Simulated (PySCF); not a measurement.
Species: C3H7F3OSi.
Z-matrix (Å and degrees, PBE0-D3(BJ)/def2-SVP geometry), rows numbered from 1:
```
F 
C   1  1.3393
F   2  1.3342  1  107.41
F   2  1.3402  1  107.04  3   115.11
C   2  1.5033  1  111.65  3  -122.35
C   5  1.5165  2  113.29  1   -60.14
O   6  1.4013  5  108.26  2   178.68
Si  7  1.6695  6  123.23  5  -178.43
H   5  1.0996  2  107.93  1    61.60
H   5  1.0997  2  108.06  1   177.81
H   6  1.1065  5  109.52  2   -59.86
H   6  1.1066  5  109.46  2    57.28
H   8  1.4963  7  110.63  6   -61.72
H   8  1.4861  7  106.24  6   178.31
H   8  1.4966  7  110.45  6    58.36
```

Linear response at CAM-B3LYP/def2-SVPD (PySCF, frozen core in the response, non-relativistic).

Static isotropic polarisability: 70.33 au (10.42 Å³), principal values 63.9, 65.2, 81.9 au.

Task: What is the polarisability at 1064 nm and at the sodium D line?

Result: 70.80 au at 1064 nm (+0.7 %), 71.90 au at 589.3 nm (+2.2 %). The rise at 589.3 nm is 3.33 times that at 1064 nm; a pure ω² law gives 3.26. The lowest singlet lies at 172 nm, shorter than both wavelengths.

Task: What is the isotropic C6 coefficient between two such molecules, C6 = (3/π)∫α(iω)² dω?

Result: 2247 au (Eh·bohr⁶) by a ten-point quadrature over imaginary frequencies, which is 1340 eV·Å⁶ or 130 J·nm⁶/mol.

Task: Which effective excitation energy ω̄ makes London's formula C6 = (3/4)α²ω̄ exact here?

Result: ω̄ = 4·C6/(3α²) = 0.606 Eh = 16.5 eV. A one-pole form α(ω) = α/(1 − ω²/ω̄²) fitted to the 1064 nm value gives 14.3 eV. London's choice of the ionisation energy (10.79 eV, ΔSCF at the same level) gives C6 = 1470 au, 35 % too low.

Task: What n − 1 at the D line would an ideal gas of it have at 273.15 K and 1 atm (2.6868 × 10¹⁹ cm⁻³), by n − 1 = 2π·N·α′?

Result: 17.99 × 10⁻⁴, a formal value whether or not that pressure can be reached.

Task: What molar refraction at the D line follows from R = (4π/3)·N_A·α′, with α′ the polarisability volume?

Result: α′ = 10.65 Å³ gives R = 26.88 cm³/mol, for isolated, non-vibrating species.

Task: The lowest 10 singlets have (eV, f): 7.22, 0.001; 8.03, 0.015; 8.23, 0.049; 8.42, 0.000; 8.86, 0.028; 8.94, 0.026; 8.97, 0.002; 9.00, 0.003; 9.26, 0.110; 9.33, 0.053. What share of the static polarisability do they carry in the sum over states α = Σ f/ω²?

Result: 2.67 au, 3.8 % of α; the largest term, 0.95 au, is that of the state at 9.26 eV. Their oscillator strengths add up to 0.29. Higher states carry the rest.

Task: How anisotropic is the static polarisability, by Δα² = ½[(α1 − α2)² + (α2 − α3)² + (α3 − α1)²]?

Result: Δα = 17.4 au, or 0.25 of the isotropic value.

Task: How many electrons N does the Slater–Kirkwood formula C6 = (3/4)·√N·α^(3/2) need to give this C6?

Result: N = (4·C6/3)²/α³ = 25.8; the species has 74 electrons in all.

One conformer stands for the species.
